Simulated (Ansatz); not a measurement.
H$_{2}$B$_{3}$O$_{3}$, doublet, at a GFN2-xTB geometry. Base run: PBE0/aug-cc-pVDZ (Ansatz, a first-principles code).

Input for Ansatz:
Ansatz 0.2 input:
```yaml
crystal:
  periodic: [false, false, false]
  atoms:
    - {symbol: B, position_ang: [0.84764447, 1.05869636, -0.44322339]}
    - {symbol: O, position_ang: [1.37682875, -0.15179262, -0.10627797]}
    - {symbol: B, position_ang: [0.57274001, -1.16265845, 0.31632496]}
    - {symbol: O, position_ang: [-0.76697225, -0.95793786, 0.40104083]}
    - {symbol: B, position_ang: [-1.31023903, 0.24153226, 0.06930465]}
    - {symbol: O, position_ang: [-0.49956289, 1.24748569, -0.35243410]}
    - {symbol: H, position_ang: [1.03254502, -2.19928698, 0.60412444]}
    - {symbol: H, position_ang: [-2.46562116, 0.40939446, 0.14521434]}
basis:
  gaussian:
    orbitals: aug-cc-pVDZ
hamiltonian:
  xc: pbe0
magnetization: {spin_polarized: true, initial_magnetization: 1}
```

Each row names what was changed in the base input (with any setting that the change needs).

| change | ΔE vs base (kcal/mol) |
|---|---|
| base | 0.000 |
| final_grid = 4, 8, 17 | -0.372 |
| point_charge = charge:0.5 position_ang:1.1247, 4.9154, -1.0945 | -2.40 |
| accuracy = high | -0.011 |
| point_charge = charge:1.0 position_ang:2.9754, -3.8019, -2.4179 | -0.96 |
| final_grid = 10, 20, 41 | 0.000 |
| fitting.mean_field = def2-universal-JKFIT | -0.025 |
| final_grid = 6, 12, 29 | -0.013 |
| point_charge = charge:-1.0 position_ang:3.0353, -2.8955, -3.3244 | -2.02 |
| final_grid = 14, 28, 59 | 0.001 |
| lower_state_search = off | 0.000 |
